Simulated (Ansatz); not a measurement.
F2O2W, singlet, at a GFN2-xTB geometry (such geometries of metal compounds can be far from the true shape) (core potentials on W); Ansatz (a first-principles code) with PBE/def2-SVP.

The Ansatz input:
Ansatz 0.2 input:
```yaml
crystal:
  periodic: [false, false, false]
  atoms:
    - {symbol: W, position_ang: [0.05487010, -0.01169516, 0.01838624]}
    - {symbol: O, position_ang: [1.32229612, -0.35687239, -1.03644562]}
    - {symbol: O, position_ang: [0.49345910, -0.03014245, 1.64488116]}
    - {symbol: F, position_ang: [-0.71526726, 1.59888556, -0.41592983]}
    - {symbol: F, position_ang: [-1.34989154, -1.15871218, -0.27607755]}
basis:
  gaussian:
    orbitals: def2-SVP
    point_charges:
      - {charge: 0.5, position_ang: [2.4069, -2.4966, 3.2339]}
hamiltonian:
  xc: pbe
```

It wrote (shortened):

```
Functional definition: PBE
889 factors; their error is unknown
mean field evaluation 1: about -11325.1196 eV, gradient 1.0e2 eV
mean field evaluation 2: about -10994.2404 eV, gradient 3.4e2 eV
mean field evaluation 4: about -11340.7846 eV, gradient 4.4e1 eV
mean field evaluation 8: about -11344.1219 eV, gradient 1.1e0 eV
mean field evaluation 16: about -11344.0734 eV, gradient 1.2e-4 eV
mean field -11344.07343650 eV, -416.8870095022 hartree, gradient 4.9e-5 eV, S^2 0.000000; 0 other end points of the search recorded, 0 dependent functions left out
reference -11344.07349961 eV, -416.8870118214 hartree; 24, 24 occupied and 64, 64 virtual orbitals, 889 factors
Total energy: -11344.07349961 eV, -416.8870118214 hartree
```
